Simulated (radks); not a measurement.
Spherical jellium clusters: N electrons in a uniform positive sphere of charge N and radius rs N^(1/3), rs = 5.34 bohr. Method: non-relativistic Kohn-Sham, PBEsol, spin-polarised, spherical densities; computed with a radial shooting solver with Libxc functionals. Levels are named by radial order and angular momentum (1s, 1p, 1d, 2s, ...), and open shells are averaged over m.

N = 7, configuration 1s2 1p(up 3, down 2). This is the lowest configuration that the search found. Occupied levels:

level,occupation,eigenvalue (eV),<r> (bohr)
1s up,1,-3.2914,6.894
1s down,1,-3.1725,6.802
1p up,3,-2.5501,8.128
1p down,2,-2.4108,8.129

Energy (eV): total -11.9549, kinetic 7.3151, external -155.22, Hartree 77.192, exchange-correlation -19.562, background 78.317.

Electron density:

r (bohr),n(r) (e/bohr^3)
0.736,0.001101
1.55,0.001222
2.37,0.001409
3.19,0.001627
4.01,0.001835
4.83,0.001982
5.65,0.002022
6.47,0.001927
7.29,0.001697
8.11,0.001367
8.93,0.0009999
9.75,0.0006601
10.6,0.0003920
11.4,0.0002155
12.2,0.0001109
13.0,0.00005516
13.8,0.00002693
14.7,0.00001297
15.5,6.175e-06
16.3,2.913e-06
